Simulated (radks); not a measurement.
Results of a calculation; reference values are marked as such.
Spherical quantum dot in the effective-mass picture: electrons in a parabolic well V = omega^2 r^2 / 2 with omega = 0.687, with a point charge +1 (a donor) at the centre, all in effective atomic units (hartree* = m*/eps^2 hartree, bohr* = eps/m* bohr), one dielectric constant everywhere. Level of theory: non-relativistic Kohn-Sham, exchange-only LDA, spin-polarised, spherical densities (a radial shooting solver with Libxc functionals). Levels are named by radial order and angular momentum (1s, 1p, 1d, 2s, ...), and open shells are averaged over m. Each electron was tried in the lowest free levels, single moves between levels near the top were tried too, and the lowest total energy was kept; such a search can miss a lower state. At N = 1 the Hartree and exchange-correlation terms need not cancel, so that row can carry a self-interaction error.

N	open shells	2S	mu = E(N) - E(N-1) (hartree*)	addition energy mu(N+1) - mu(N) (hartree*)	e(HOMO) (hartree*)	rms radius (bohr*)
1	1s(up 1, down 0)	1	-0.038600	0.8449	0.28211	1.136
2	none	0	0.80630	1.356	1.0679	1.270
3	1p(up 1, down 0)	1	2.1621	0.3990	2.3591	1.558
4	1p(up 2, down 0)	2	2.5610	0.4021	2.7629	1.718
5	1p(up 3, down 0)	3	2.9631	0.5396	3.1620	1.833
6	1p(up 3, down 1)	2	3.5027	0.3450	3.6720	1.933
7	1p(up 3, down 2)	1	3.8477	0.3528	4.0241	2.017
8	none	0	4.2005	0.6866	4.3763	2.092
9	2s(up 1, down 0)	1	4.8871	0.3795	5.0500	2.186
10	none	0	5.2666	0.3973	5.4270	2.269
11	1d(up 1, down 0)	1	5.6639	0.2996	5.8140	2.344
12	1d(up 2, down 0)	2	5.9635	0.2973	6.1126	2.411
13	1d(up 3, down 0)	3	6.2607	0.2943	6.4084	2.472
14	1d(up 4, down 0)	4	6.5550	0.2910	6.7011	2.529
15	1d(up 5, down 0)	5	6.8460	0.3811	6.9904	2.582
16	1d(up 5, down 1)	4	7.2271	0.2734	7.3639	2.633
17	1d(up 5, down 2)	3	7.5005	0.2723	7.6369	2.681
18	1d(up 5, down 3)	2	7.7728	0.2705	7.9084	2.727
19	1d(up 5, down 4)	1	8.0434	0.2684	8.1779	2.771
20	none	0	8.3118	0.6353	8.4452	2.813
21	1f(up 1, down 0)	1	8.9470	0.2497	9.0721	2.862
22	1f(up 2, down 0)	2	9.1968	0.2483	9.3211	2.908
23	1f(up 3, down 0)	3	9.4450	0.2467	9.5686	2.951
24	1f(up 4, down 0)	4	9.6917	0.2450	9.8144	2.993
25	1f(up 5, down 0)	5	9.9366	0.2432	10.059	3.033
26	1f(up 6, down 0)	6	10.180	0.2415	10.301	3.071
27	1f(up 7, down 0)	7	10.421	0.3189	10.541	3.108
28	1f(up 7, down 1)	6	10.740	0.2322	10.856	3.145
29	1f(up 7, down 2)	5	10.972	0.2313	11.088	3.180
30	1f(up 7, down 3)	4	11.204	0.2302	11.319	3.214
31	1f(up 7, down 4)	3	11.434	0.2290	11.549	3.247
32	1f(up 7, down 5)	2	11.663	0.2278	11.777	3.279
33	1f(up 7, down 6)	1	11.891	0.2265	12.004	3.310
34	none	0	12.117	0.2749	12.230	3.341
35	2p(up 1, down 0)	1	12.392	0.2283	12.506	3.371
36	2p(up 2, down 0)	2	12.620	-	12.735	3.401

All shells are closed at N = 2, 8, 10, 20, 34 (there: 1s2 1p6 1d10 2s2 1f14); the second difference of the energy has clear peaks (12 % above both neighbours; the first and last values, which can be the largest, are not judged, and half-filled shells can peak too) at N = 2, 5, 8, 15, 20, 27, 34.
